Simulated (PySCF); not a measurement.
# Computed properties of H₃NbO₄, SMILES [O]=[Nb]([OH])([OH])[OH], multiplicity 1

Nb(O)(OH)3 (H₃NbO₄), SMILES [O]=[Nb]([OH])([OH])[OH], multiplicity 1. The structure is a stationary point at B3LYP-D3(BJ)/def2-SVP. The spin state was assumed, not searched. The def2 effective core potentials stand for the cores of Nb; spin–orbit coupling is left out. Other conformers were not sampled. All values are computed for the isolated molecule unless a solvent is named; none is compared with measurement here.

**Structure.** The optimised structure has C3v symmetry. All 18 harmonic modes at B3LYP-D3(BJ)/def2-SVP (PySCF) are real, so it is a minimum. With heavy atoms numbered as in [Nb:1](=[O:2])([OH:3])([OH:5])[OH:7], the shortest bond between them is Nb1–O2 at 1.710 Å and the longest Nb1–O3 at 1.907 Å.

**Vibrations.** The strongest infrared lines (harmonic, unscaled, degenerate partners summed) lie at 3883 cm⁻¹ (623 km/mol, H 94 %), 336 cm⁻¹ (499 km/mol, H 72 %, O 25 %), 742 cm⁻¹ (347 km/mol, O 64 %, Nb 24 %, H 12 %). The softest mode is at 193 cm⁻¹ and the zero-point energy is 26.2 kcal/mol.

**Electronic structure.** CAM-B3LYP/def2-TZVP (PySCF) places the frontier levels at -10.78 and 0.31 eV, a gap of 11.09 eV, and gives a dipole moment of 0.37 D and a mean polarisability of 49.4 bohr³. PBE/def2-TZVP (PySCF) at the same geometry gives -7.58 and -1.64 eV, so its gap is 5.15 eV narrower. An orbital gap is neither the optical nor the fundamental gap.

**Excitations.** TDDFT-B3LYP/def2-SVPD (PySCF) has S1 at 6.46 eV (192 nm, f = 0.000, dark); the most intense of the 10 singlets computed lies at 7.13 eV (f = 0.02). Strengths of degenerate partners are summed. T1 (TDA) is at 5.77 eV. No vertical singlet excitation falls in the visible range (under 3.1 eV).
